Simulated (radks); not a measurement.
Problem. Radial electron density D(r) = 4 pi r^2 rho(r) of an atom or ion with 32 electrons. All-electron calculation, scalar-relativistic Kohn-Sham, OLYP, spin-polarised, spherical densities, point nucleus. Program: a radial shooting solver on a logarithmic mesh with Libxc functionals.

r (bohr),D(r) (e/bohr),spin D(r)
0.005393,7.748,-0.000139
0.006228,9.676,-0.000158
0.007192,11.98,-0.000170
0.008306,14.68,-0.000165
0.009593,17.78,-0.000125
0.01108,21.26,-0.0000233
0.01279,25.02,0.000185
0.0149,29.16,0.000597
0.0172,33.02,0.00128
0.01987,36.54,0.00241
0.02294,39.42,0.00421
0.0265,41.34,0.00698
0.0306,42.06,0.0111
0.03534,41.50,0.0170
0.04081,39.85,0.0252
0.04714,37.57,0.0360
0.05444,35.43,0.0492
0.06287,34.31,0.0644
0.0726,34.96,0.0798
0.08385,37.63,0.0925
0.09684,41.84,0.0987
0.1118,46.31,0.0941
0.1292,49.29,0.0762
0.1492,49.23,0.0464
0.1723,45.55,0.0125
0.1989,39.17,-0.0115
0.2298,32.31,-0.00884
0.2653,27.54,0.0311
0.3064,26.41,0.103
0.3539,28.50,0.181
0.4087,31.59,0.228
0.472,33.02,0.211
0.5451,31.15,0.130
0.6296,26.13,0.0263
0.7271,19.52,-0.0272
0.8397,13.21,0.0394
0.9697,8.492,0.256
1.12,5.653,0.589
1.293,4.235,0.951
1.506,3.485,1.23
1.739,2.898,1.30
2.008,2.206,1.15
2.319,1.461,0.848
2.679,0.8217,0.513
3.093,0.3904,0.260
3.573,0.1564,0.111
4.126,0.05151,0.0396
4.765,0.01330,0.0110
5.503,0.002565,0.00225
6.355,0.0003555,0.000327

What is the nuclear charge?

Solution. Z = 34. The innermost maximum, from 1s, lies near gamma/Z bohr with gamma = sqrt(1 - (Z/c)^2) = 0.969, here 0.0285 bohr (found: 0.0308), and its height grows with Z. The density is that of the selenium ion Se2+ in [Ar] 3d10 4s2 4p2; the configuration itself is not fixed sharply by these data, and Z only to about a unit. D(r) has 3 maxima, at r = 0.0308, 0.139, 0.472 bohr, and minima at 0.0644, 0.297 bohr, inside which lie 2.07, 10.98 electrons.
